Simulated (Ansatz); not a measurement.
H₃S (SMILES [SH3+]), charge +1, singlet, geometry from GFN2-xTB; HF/STO-3G in Ansatz (an electronic-structure program).

Input for Ansatz:
Ansatz 0.2 input:
```yaml
crystal:
  periodic: [false, false, false]
  atoms:
    - {symbol: S, position_ang: [0.00815214, -0.00667796, 0.11475350]}
    - {symbol: H, position_ang: [-0.52580220, 1.06636048, -0.51777110]}
    - {symbol: H, position_ang: [1.09132467, -0.05802782, -0.69808507]}
    - {symbol: H, position_ang: [-0.69595671, -0.90148537, -0.62019990]}
basis:
  gaussian:
    orbitals: STO-3G
hamiltonian:
  xc: hf
total_charge: 1
```

What the program printed (banner, timings and long lists left out):

```
Functional definition: HF
131 factors; integrals over basis functions are off by at most 1.5e-5 eV
mean field evaluation 1: about -10739.0770 eV, gradient 8.5e0 eV
mean field evaluation 2: about -10739.0903 eV, gradient 8.5e0 eV
mean field evaluation 4: about -10739.4067 eV, gradient 2.2e-1 eV
mean field evaluation 8: about -10739.4069 eV, gradient 6.1e-6 eV
mean field -10739.40687270 eV, -394.6659231402 hartree, gradient 6.1e-6 eV, S^2 0.000000; 0 other end points of the search recorded, 0 dependent functions left out
reference -10739.40687270 eV, -394.6659231402 hartree; 9, 9 occupied and 3, 3 virtual orbitals, 131 factors
Total energy: -10739.40687270 eV, -394.6659231402 hartree
```
